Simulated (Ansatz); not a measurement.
Basis-set extrapolation for CH₇BFNSi (PBE0-D4/def2-TZVP geometry, frozen core, Ansatz 0.2.0). Multiplicity 1, RHF reference.

```tsv
	def2-TZVPP	def2-QZVPP
HF	-509.591552	-509.611029
MP2 correlation	-0.878553	-0.945140
CCSD(T) correlation	-0.955270	not run
```

Energies in hartree. Use E(X) = E(∞) + A·exp(−7.88·√X) for Hartree–Fock and E(X) = E(∞) + B·X^(−2.97) for correlation, with X = 3 and 4, and add CCSD(T) minus MP2 of the smaller set to the MP2 limit.

What is the CCSD(T) energy at the basis-set limit?

HF limit: -509.611029 + (-0.019477) × 0.13774 = -509.61371. MP2 limit: -0.945140 + (-0.066587) × 0.74074 = -0.99446. Higher-order term: -0.955270 − (-0.878553) = -0.07672. Total: -510.68489 hartree, 3.76 eV below CCSD(T)/def2-TZVPP.
